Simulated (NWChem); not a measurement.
System: CH$_{3}$IOPb, singlet; SMILES C[O][Pb][I]

Here is an NWChem input.

```
start job
memory heap 200 mb stack 900 mb global 1100 mb
geometry units angstroms noautoz
  Pb     0.480231     0.937751     0.000018
  I     -0.378746    -1.781915     0.000634
  O     -1.372277     1.911425    -0.001213
  C     -2.681053     1.439295    -0.002598
  H     -2.753156     0.334172     0.003417
  H     -3.228246     1.813873     0.883676
  H     -3.223126     1.803463    -0.896182
end
basis spherical
  Pb library def2-svp
  I library def2-svp
  O library def2-svp
  C library def2-svp
  H library def2-svp
end
ecp
  I library def2-ecp
  Pb library def2-ecp
end
dft
  xc pbe0
  iterations 150
  vectors input atomic output neutral.movecs
end
task dft energy
charge 1
dft
  odft
  mult 2
  vectors input atomic output cation.movecs
end
task dft energy
```

Output (shortened):

```
             Northwest Computational Chemistry Package (NWChem) 7.3.0
             --------------------------------------------------------

 C1  symmetry detected

                             Geometry "geometry" -> ""
                             -------------------------

 Output coordinates in angstroms (scale by  1.889725989 to convert to a.u.)

  No.       Tag          Charge          X              Y              Z
 ---- ---------------- ---------- -------------- -------------- --------------
    1 Pb                  82.0000     0.44172689     0.95480295    -0.00001672
    2 I                   53.0000     0.03878300    -1.86868093     0.00001627
    3 O                    8.0000    -1.54500391     1.61262435     0.00043625
    4 C                    6.0000    -2.75902177     0.93294543    -0.00025794
    5 H                    1.0000    -2.64953731    -0.16910438     0.00533101
    6 H                    1.0000    -3.35941623     1.21278036     0.88655058
    7 H                    1.0000    -3.35398809     1.20390363    -0.89331481

 Effective nuclear repulsion energy (a.u.)    1244.8444427246

                                 NWChem DFT Module
                                 -----------------

 Summary of "ao basis" -> "ao basis" (spherical)
 ------------------------------------------------------------------------------
       Tag                 Description            Shells   Functions and Types
 ---------------- ------------------------------  ------  ---------------------
 Pb                         def2-svp                10       26   4s4p2d
 I                          def2-svp                10       26   4s4p2d
 O                          def2-svp                 6       14   3s2p1d
 C                          def2-svp                 6       14   3s2p1d
 H                          def2-svp                 3        5   2s1p

            General Information
            -------------------
          SCF calculation type: DFT
          Wavefunction type:  closed shell.
          No. of atoms     :     7
          No. of electrons :    64
           Alpha electrons :    32
            Beta electrons :    32
          Charge           :     0
          Spin multiplicity:     1
          Use of symmetry is: off; symmetry adaption is: off
          Maximum number of iterations: 150
          AO basis - number of functions:    95
                     number of shells:    41
          Convergence on energy requested:  1.00D-06
          Convergence on density requested:  1.00D-05
          Convergence on gradient requested:  5.00D-04

              XC Information
              --------------
                         PBE0 Method XC Functional
                     Hartree-Fock (Exact) Exchange  0.250
          PerdewBurkeErnzerhof Exchange Functional  0.750
            Perdew 1991 LDA Correlation Functional  1.000 local
           PerdewBurkeErnz. Correlation Functional  1.000 non-local

             Grid Information
             ----------------
          Grid used for XC integration:  medium
          Radial quadrature: Mura-Knowles
          Angular quadrature: Lebedev.
          Tag              B.-S. Rad. Rad. Pts. Rad. Cut. Ang. Pts.
          ---              ---------- --------- --------- ---------
          Pb                  1.80      123          11.0       590
          I                   1.40      123          12.0       590
          O                   0.60       49          11.0       434
          C                   0.70       49          11.0       434
          H                   0.35       45          12.0       434
          Grid pruning is: on
          Number of quadrature shells:   479
          Spatial weights used:  Erf1

      Superposition of Atomic Density Guess
      -------------------------------------

 Sum of atomic energies:        -680.30101457

      Non-variational initial energy
      ------------------------------

 Total energy =    -603.114966
 1-e energy   =   -1545.415460
 2-e energy   =     673.002737
 HOMO         =      -0.308918
 LUMO         =      -0.046475

   convergence    iter        energy       DeltaE   RMS-Dens  Diis-err
 ---------------- ----- ----------------- --------- --------- ---------
 d= 0,ls=0.0,diis     1   -605.4582771429 -8.75D+02  2.62D-02  6.95D-01
 d= 0,ls=0.0,diis     2   -604.5544386228  9.04D-01  1.86D-02  7.94D+00
 d= 0,ls=0.0,diis     3   -605.5474362387 -9.93D-01  5.88D-03  9.97D-02
 d= 0,ls=0.0,diis     4   -605.5604265876 -1.30D-02  2.30D-03  3.60D-02
 d= 0,ls=0.0,diis     5   -605.5666899800 -6.26D-03  2.76D-04  8.06D-04
  Resetting Diis
 d= 0,ls=0.0,diis     6   -605.5667943047 -1.04D-04  1.02D-04  8.83D-05
 d= 0,ls=0.0,diis     7   -605.5668073438 -1.30D-05  2.12D-05  8.29D-07
 d= 0,ls=0.0,diis     8   -605.5668073136  3.02D-08  1.32D-05  1.09D-06
 d= 0,ls=0.0,diis     9   -605.5668075107 -1.97D-07  2.36D-06  3.61D-08

         Total DFT energy =     -605.566807510726
      One electron energy =    -1548.642080124019
           Coulomb energy =      727.102986020308
    Exchange-Corr. energy =      -53.325470070609
 Nuclear repulsion energy =      269.297756663595

 Numeric. integr. density =       64.000003442435

                       DFT Final Molecular Orbital Analysis
                       ------------------------------------

 Vector   30  Occ=2.000000D+00  E=-2.801960D-01
              MO Center= -1.2D+00,  9.6D-01, -3.2D-04, r^2= 4.2D+00
   Bfn.  Coefficient  Atom+Function         Bfn.  Coefficient  Atom+Function
  ----- ------------  ---------------      ----- ------------  ---------------
    57      0.393885  3 O  py                60      0.314791  3 O  py
    11      0.264465  1 Pb px                81      0.224225  5 H  s
    56     -0.200856  3 O  px                71     -0.177174  4 C  py
    82      0.162649  5 H  s                  4      0.160058  1 Pb s
     3      0.157495  1 Pb s                 38     -0.155731  2 I  py

[...]
```

Level: PBE0/def2-SVP with def2 effective core potentials on I, Pb, vertical spin-unrestricted ions. Low-valent species are run as closed-shell singlets; no triplet was tried in these runs. Structure relaxed at the PBE0/def2-SVP level. def2 effective core potentials on I, Pb; no spin-orbit coupling.
